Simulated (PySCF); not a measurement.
# `N#C[C@@H]1OC[C@H]1F`, C4H4FNO

Geometry (Å), atoms numbered from 1 in this order:
```xyz
11

N     2.7511   -0.3862    1.1424
C     1.8055   -0.3565    0.4767
C     0.5953   -0.3192   -0.3424
O     0.2658    0.9843   -0.7987
C    -1.0440    0.9185   -0.2274
C    -0.7542   -0.4459    0.3935
F    -1.5354   -1.4633   -0.0455
H     0.6826   -1.0551   -1.1629
H    -1.8387    0.8762   -0.9910
H    -1.2375    1.7485    0.4705
H    -0.6907   -0.4839    1.4912
```

Method: TDDFT PBE0/6-31G circular dichroism and optical rotation, one conformer, gas phase (PySCF 2.14.0). Geometry: PBE0-D3(BJ)/def2-SVP.

States above about 8.3 eV lie in this functional's continuum (it starts at minus the energy of the highest occupied orbital, well below the true ionisation energy for most functionals) and depend on the basis.

What are the CIP labels of the stereocentres?

C3 S, C6 R.

Which excitations and rotatory strengths does the calculation give?

Rotatory strengths R in 10⁻⁴⁰ esu² cm², velocity form and length form (origin at the centre of mass); f in length form.
```tsv
state	E (eV)	λ (nm)	f	R (velocity)	R (length)	main
1	6.44	193	0.006	+10.6	+12.3	HOMO→LUMO 0.98
2	7.30	170	0.004	+2.9	+6.5	HOMO−1→LUMO 0.44, HOMO−2→LUMO 0.34
3	7.54	165	0.009	+10.9	+13.5	HOMO→LUMO+1 0.93
4	7.85	158	0.013	-5.5	-6.5	HOMO−1→LUMO 0.39, HOMO−2→LUMO 0.38
5	8.12	153	0.004	+5.0	+4.3	HOMO−3→LUMO 0.49, HOMO−2→LUMO 0.21
6	8.30	149	0.007	+7.6	+10.2	HOMO−3→LUMO+1 0.42, HOMO−1→LUMO+1 0.37
7	8.55	145	0.013	+8.1	+20.0	HOMO−4→LUMO 0.70
8	8.86	140	0.016	-3.7	-5.7	HOMO→LUMO+2 0.78, HOMO→LUMO+3 0.09
```

Among the states computed, the strongest CD band (largest |R|) is state 3. The largest dissymmetry factor in size, g = 4R/(D+G), with D and G the electric and magnetic dipole strengths, is +0.025 for state 6 (velocity form, f = 0.004), among bands with |R| over 0.5. The mirror image has the same energies and oscillator strengths and all R with the opposite sign.
